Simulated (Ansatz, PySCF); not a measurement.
Noncovalent pair: HF (SMILES F) (first 2 atoms) with H2 (SMILES [H][H]); geometry from B3LYP-D3(BJ)/def2-TZVP.
(charge 0, multiplicity 1):
```tsv
atom	x (Å)	y (Å)	z (Å)
F	-0.0821	0.1939	-0.5040
H	-0.0694	0.0989	0.4177
H	-0.0910	-0.4597	2.3092
H	0.0080	0.2767	2.3797
```

Monomers are frozen at their geometry in the pair; levels with a basis set take the counterpoise correction.

Cores are frozen in the correlated methods. CBS(a, b) extrapolates the correlation energy as X⁻³ and adds the Hartree–Fock energy of set b.

Codes used: Ansatz (a first-principles code); PySCF for the dispersion terms. Each number belongs to the level named beside it.

PBE/def2-TZVPPD gives -61.6 meV for the interaction energy.

How do the other levels lie against it? Give each less PBE: PBE-D3(BJ)/def2-TZVPPD, r2SCAN/def2-TZVPPD, PBE0/def2-TZVPPD, wB97M-V/def2-TZVPPD, B2PLYP/def2-TZVPPD, MP2/CBS(aug-cc-pVTZ, aug-cc-pVQZ), CCSD(T)/CBS(aug-cc-pVTZ, aug-cc-pVQZ).

PBE-D3(BJ)/def2-TZVPPD -8.8; r2SCAN/def2-TZVPPD 16.3; PBE0/def2-TZVPPD 6.8; wB97M-V/def2-TZVPPD 14.5; B2PLYP/def2-TZVPPD 19.4; MP2/CBS(aug-cc-pVTZ, aug-cc-pVQZ) 16.9; CCSD(T)/CBS(aug-cc-pVTZ, aug-cc-pVQZ) 15.0 meV. 6 of 7 lie above PBE; the widest gap is to B2PLYP/def2-TZVPPD.
